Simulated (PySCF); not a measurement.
From a computed spectrum to the compound

A species of 9 atoms with charge -1 has these harmonic modes (PBE0, small Gaussian bases with core potentials, PySCF 2.14.0):

```csv
cm⁻¹,km/mol
52,0.0
61,0.6
62,4.2
64,4.2
87,8.1
123,0.0
125,32.4
127,32.2
189,8.8
266,0.0
273,51.1
277,55.8
277,55.8
609,0.0
610,4.9
611,4.8
627,16.4
2712,7.6
2712,5.3
2714,7.6
2714,3.5
```

Problem. Which species is it, and in which structure?

Solution. [Tl(SH)4]− (singlet):
```xyz
9

Tl    0.0000    0.0000    0.0000
S     1.6276    1.3199    1.4643
H     2.6561    0.9778    0.6572
S    -1.6276   -1.3199    1.4643
H    -2.6561   -0.9778    0.6572
S     1.3197   -1.6283   -1.4640
H     0.9672   -2.6582   -0.6635
S    -1.3197    1.6283   -1.4640
H    -0.9672    2.6582   -0.6635
```
Ideal gas at 298.15 K and 1 bar: S = 474.8 J/(mol K), Cp = 152.0 J/(mol K), H − H(0 K) = 33.8 kJ/mol (rigid rotor, harmonic modes, spin degeneracy alone; the modes under 60 cm⁻¹ make these uncertain). The run didn't use the full symmetry, so degenerate modes split by noise. 
 This is one of several that fit.
